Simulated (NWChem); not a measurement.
System: C$_{2}$H$_{3}$ClFGa; SMILES [Cl][Ga]([F])[CH]=C

The following NWChem deck was run.

```
start job
memory heap 200 mb stack 900 mb global 1100 mb
geometry units angstroms noautosym nocenter noautoz
  Ga    -0.414110    -0.041449     0.000000
  F     -2.036586     0.625409     0.000000
  Cl     1.147938     1.459965     0.000000
  C     -0.054147    -1.945996     0.000000
  C      1.198446    -2.418290     0.000000
  H     -0.899855    -2.631803     0.000000
  H      1.409098    -3.487582     0.000000
  H      2.067666    -1.763959     0.000000
end
basis spherical
  Ga library pcsseg-1
  F library pcsseg-1
  Cl library pcsseg-1
  C library pcsseg-1
  H library pcsseg-1
end
dft
  xc bhlyp
  iterations 150
end
property
  shielding
  efieldgrad
end
task dft property
```

The geometry was optimised at B3LYP/6-31G* (spherical d).

GIAO values for the isolated, static molecule; σ is the absolute isotropic shielding, δ = σ(reference) − σ with the isolated reference molecule computed at the same levels (13C: tetramethylsilane, 1H: tetramethylsilane).

Atoms are numbered as in the input.

**Question.** Predict the main results of this run. (BHandHLYP/pcSseg-1, GIAO.) Quantities: σ Ga1 (ppm); σ Cl3 (ppm); δ C4 (ppm); δ C5 (ppm); δ H6 (ppm); δ H7 (ppm); δ H8 (ppm).

**Answer.** 
* **σ Ga1 (ppm)**: 1512.7
* **σ Cl3 (ppm)**: 957.8
* **δ C4 (ppm)**: 138.0
* **δ C5 (ppm)**: 159.2
* **δ H6 (ppm)**: 6.22
* **δ H7 (ppm)**: 6.99
* **δ H8 (ppm)**: 6.70
